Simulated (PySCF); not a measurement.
SMILES C(OC)(=O)CC#CC=O, C6H6O3

Geometry:
```
atom   x (Å)   y (Å)   z (Å)
  C1  -2.635   0.089   0.365
  O2  -1.485   0.163  -0.469
  C3  -0.847  -0.973  -0.725
  O4  -1.179  -2.057  -0.335
  C5   0.392  -0.708  -1.580
  C6   1.362   0.007  -0.788
  C7   2.160   0.590  -0.097
  C8   3.103   1.295   0.708
  O9   2.845   2.209   1.445
 H10  -2.491  -0.665   1.140
 H11  -3.511  -0.173  -0.232
 H12  -2.760   1.075   0.805
 H13   0.801  -1.661  -1.921
 H14   0.106  -0.091  -2.434
 H15   4.136   0.909   0.589
```

The calculation used GIAO BHandHLYP/pcSseg-1 magnetisability, rotational g tensor and spin-rotation constants, non-relativistic, gas phase (PySCF 2.14.0). Geometry: GFN2-xTB.

Task: How diamagnetic is it, and how anisotropic?

Result: Isotropic -1036 × 10⁻³⁰ J/T², or -62.4 × 10⁻⁶ cm³/mol; principal values -1156, -1108, -842 × 10⁻³⁰ J/T², anisotropy 293 × 10⁻³⁰ J/T² (root of half the summed squared differences of the principal values). The susceptibility is in cgs units.

Task: Split it along the inertial axes a, b, c into diamagnetic and paramagnetic parts about the centre of mass, with the quadrupole moment.

Result: 
```tsv
axis	χ (10⁻⁶ cm³/mol)	diamagnetic (10⁻⁶ cm³/mol)	paramagnetic (10⁻⁶ cm³/mol)	summed x² of all electrons (Å²)	quadrupole Θ (D Å)
a	-68.0	-497.0	429.0	346.3	-5.88
b	-53.9	-1594.0	1540.0	87.8	+6.24
c	-65.2	-1841.8	1776.6	29.4	-0.36
```
Anisotropies 2χaa − χbb − χcc = -17.0 and 2χbb − χaa − χcc = +25.3 × 10⁻⁶ cm³/mol. Θ is traceless in Buckingham's convention.

Task: And the rotational g tensor?

Result: 
```tsv
axis	rotational constant (GHz)	g	nuclear part	electronic part
a	3.0370	-0.0310	0.5812	-0.6121
b	0.7618	-0.0154	0.5358	-0.5512
c	0.6602	-0.0086	0.5424	-0.5511
```
Asymmetric top; isotopes 12C, 1H, 16O; no vibrational averaging.
